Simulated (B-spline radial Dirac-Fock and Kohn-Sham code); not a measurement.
# Kohn-Sham estimates against Dirac-Fock for the levels of Cd³¹⁺

System: Cd³¹⁺, [Ne] 3s2 3p5.

The density-functional columns are spherical, spin-unpolarised Dirac-Kohn-Sham results without Breit or QED terms: −ε is minus the orbital energy of the initial state and ΔSCF the difference of two total energies. The reference in the last column comes from Dirac-Fock energy differences between relaxed states, corrected for Breit and QED terms. All numbers are from a B-spline atomic structure program, in eV; a selection of levels is shown. The Kohn-Sham columns are given as differences from the reference. For the 1s level of heavy atoms much of the gap between ΔSCF and the reference is the Breit and QED part, -85.0 eV here; for other levels the error of the functional can be larger.

| level | LDA −ε − DF | LDA ΔSCF − DF | Dirac-Fock |
| --- | --- | --- | --- |
| K | -277.7 | +76.0 | 28355.2 |
| L1 | -122.6 | -38.3 | 5613.4 |
| L2 | -94.1 | +5.9 | 5330.2 |
| M1 | -46.5 | -11.1 | 2077.4 |
| M2,3 | -32.6 | +3.9 | 1940.5 |

Values without a named source are computed, but for edge energies of neutral atoms, which are taken from tables.
